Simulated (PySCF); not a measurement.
OsO₄, SMILES [O]=[Os](=[O])(=[O])=[O], multiplicity 1. Atoms are numbered in the order given.

```xyz
5

Os     0.0000     0.0000     0.0000
O     -0.9932     0.9932    -0.9932
O      0.9932     0.9932     0.9932
O      0.9932    -0.9932    -0.9932
O     -0.9932    -0.9932     0.9932
```

Geometry: PBE-D3(BJ)/def2-SVP. The spin state was assumed, not searched. The isomer is the one that the SMILES or the coordinates give; other isomers of the formula were not compared. The def2 effective core potentials stand for the cores of Os; spin–orbit coupling is left out.

All values below come from PBE-D3(BJ)/def2-SVP run with PySCF.

Frequencies are harmonic and unscaled.

Modes within 1.5 cm⁻¹ of each other (mostly degenerate sets) share a row, with their intensities summed.

Question: Give all harmonic wavenumbers and intensities. (The exact figures need the calculation; the answer reports its results.)

Answer: 
```json
[
 {"mode": "1–3", "ν (cm⁻¹)": "322", "IR (km/mol)": "17.6", "moving atoms (share of kinetic energy)": "O 86 %, Os 14 %"},
 {"mode": "4–5", "ν (cm⁻¹)": "327", "IR (km/mol)": "0.0", "moving atoms (share of kinetic energy)": "O 100 %"},
 {"mode": "6–8", "ν (cm⁻¹)": "957", "IR (km/mol)": "265.1", "moving atoms (share of kinetic energy)": "O 89 %, Os 11 %"},
 {"mode": "9", "ν (cm⁻¹)": "967", "IR (km/mol)": "0.0", "moving atoms (share of kinetic energy)": "O 100 %"}
]
```
